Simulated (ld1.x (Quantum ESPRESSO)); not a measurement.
## sulfur: excitation energies, all-electron against RRKJ

| Quantity | Value |
| --- | --- |
| Element | S |
| Generator | ld1.x (Quantum ESPRESSO) 7.5 |
| Type | norm-conserving RRKJ (Kleinman–Bylander form) |
| Functional | BP86 |
| Relativity | scalar-relativistic |
| Frozen core | [Ne] |
| Valence charge | 6 |
| Reference configuration | 3s2 3p3 (charge +1) |
| Partial waves | 3s (bound): rc 1.40 bohr; 3p (bound): rc 1.75 bohr |
| Local potential | all-electron potential smoothed inside 1.70 bohr (lloc = -2) |
| Core correction | none |
| rho0 | 0.005 |

Energies are relative to the spin-unpolarised reference configuration 3s2 3p3; without spin polarisation the order of configurations can differ from experiment.

Task: Give the all-electron excitation energy and the error of the potential for: 3s2 3p4; 3s2 3p2; 3s2 3p1; 3s0 3p6; 3s1 3p5; 3s2 3p3.5; 3s2 3p4.3.

Result:

| valence configuration | charge | ΔE all-electron (eV) | error AE − PS (meV) |
| --- | --- | --- | --- |
| 3s2 3p4 | 0 | -11.861 | +3.5 |
| 3s2 3p2 | +2 | 22.376 | +7.9 |
| 3s2 3p1 | +3 | 56.522 | +57 |
| 3s0 3p6 | 0 | 8.893 | +0.5 |
| 3s1 3p5 | 0 | -1.545 | +2.3 |
| 3s2 3p3.5 | +0.5 | -7.154 | +1.4 |
| 3s2 3p4.3 | -0.3 | -13.599 | +4.5 |

ld1.x printed “convergence not achieved” for 6 of the counted tests; their residual had stalled under 1e-8, short of the target of 1e-14.
